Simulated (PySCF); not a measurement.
Species: C3H2FN3.
Z-matrix (Å and degrees, PBE0-D3(BJ)/def2-SVP geometry), rows numbered from 1:
```
F 
C   1  1.3170
C   2  1.3845  1  121.88
N   3  1.3310  2  120.35  1   179.87
N   4  1.3083  3  120.98  2     0.03
N   5  1.3086  4  121.12  3     0.05
C   6  1.3309  5  121.01  4    -0.06
H   3  1.0949  2  122.17  1    -0.12
H   7  1.0947  2  122.19  1     0.13
```

The closed-shell ground state was solved at several levels (PySCF, density fitting, gas phase, non-relativistic).

```json
{"level": "PBE0/pcSseg-1", "basis functions": "129", "HOMO (eV)": "-7.85", "LUMO (eV)": "-2.14", "gap (eV)": "5.71", "dipole (D)": "3.78"}
{"level": "B3LYP/pcJ-1", "basis functions": "209", "HOMO (eV)": "-7.51", "LUMO (eV)": "-2.33", "gap (eV)": "5.18", "dipole (D)": "3.74"}
{"level": "wB97X-D/pcSseg-2", "basis functions": "280", "HOMO (eV)": "-9.77", "LUMO (eV)": "-0.32", "gap (eV)": "9.45", "dipole (D)": "3.73"}
```

(1) What might wB97X-D/def2-SVPD (159 basis functions) give for the same quantities?

(2) Over all these levels, which gives the widest orbital gap and which the narrowest?

(3) How far do the dipole and the HOMO energy spread over the levels?

Answers

(1) HOMO -9.69 eV, LUMO -0.38 eV, gap 9.31 eV, dipole 3.69 D.

(2) wB97X-D/pcSseg-2 (range-separated hybrid) has the widest, 9.45 eV, and B3LYP/pcJ-1 (global hybrid, 20 % exact exchange) the narrowest, 5.18 eV. Functional and basis both differ between the two, so the spread mixes both effects.

(3) The dipole runs from 3.69 to 3.78 D (mean 3.74 D) and the HOMO from -9.77 to -7.51 eV.
